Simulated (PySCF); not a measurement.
Species: C3H9B.
Numbering: `[BH2:1][CH:2]([CH3:3])[CH3:4]` (hydrogens: H5, H6 on B1; H7 on C2; H8, H9, H10 on C3; H11, H12, H13 on C4)

Method: PBE0-D3(BJ)/def2-SVP geometry optimisation, gas phase (PySCF 2.14.0).

Entries marked ? are missing. Bonds in one row agree within 0.01 Å.

| coordinate | value |
| --- | --- |
| B1–C2 | ? |
| C2–C3, C2–C4 | ? |
| B1–H5, B1–H6 | 1.212 Å |
| C2–H7 | 1.128 Å |
| C3–H8 and 5 like bonds | 1.102 Å |
| C2–B1–H5 | 120.4° |
| H5–B1–H6 | 118.8° |
| B1–C2–C3 | ? |
| B1–C2–H7 | 91.9° |
| C3–C2–C4 | 113.0° |
| C3–C2–H7 | ? |
| C2–C3–H8 | ? |
| H8–C3–H9 | 107.4° |

Problem. Fill in the missing values.

Solution. 
- B1–C2 = 1.552 Å, drawn single (three-coordinate boron to sp3 carbon bound to boron); 0.05 Å below the sum of covalent radii, 1.60 Å.
- C2–C3, C2–C4 = 1.526 Å, drawn single (sp3 carbon bound to boron to methyl carbon); 0.01 Å above the sum of covalent radii, 1.52 Å.
- B1–C2–C3 = 117.2°, at the sp3 carbon bound to boron; the outer atoms are 2.626 Å apart.
- C3–C2–H7 = 107.2°, at the sp3 carbon bound to boron; the outer atoms are 2.149 Å apart.
- C2–C3–H8 = 110.6°, at the methyl carbon; the outer atoms are 2.173 Å apart.

Radii are Cordero's, carbon taken as 0.76, 0.73 or 0.69 Å for four, three, and two or fewer neighbours.

Not checked by PBE0-D3(BJ)/def2-SVP frequencies. The numbers are those of one conformer (H–B1–C2–C3 163° and -24°).

Hardware: Arm Neoverse V2, one thread (shared host). Cost: 17 s of wall time, 0.42 GiB resident at most. That covers the optimisation of the geometry.
